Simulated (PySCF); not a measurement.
N,N-dimethylethenamine (C4H9N), SMILES C(=C)N(C)C.

Coordinates come from a B3LYP-D3(BJ)/def2-SVP optimisation. Other conformers were not sampled.

Level of theory: SMD-ωB97X/6-31G* run with PySCF.

Solvation free energies are E(SMD) − E(gas) at the gas-phase geometry, for 1 M in both phases. In vacuum the dipole moment is 1.50 D.

```csv
solvent,ΔG(solv) (kcal/mol),its non-electrostatic (CDS) part,dipole (D)
water,-1.0,3.3,2.10
n-hexane,-3.2,-1.7,1.71
ethanol,…,…,…
```

Q: Some entries are withheld; supply them. (An estimate is asked for; the answer gives what the named calculation found.)

A: 
- ethanol, ΔG(solv) (kcal/mol): -3.9
- ethanol, its non-electrostatic (CDS) part: 0.2
- ethanol, dipole (D): 2.07
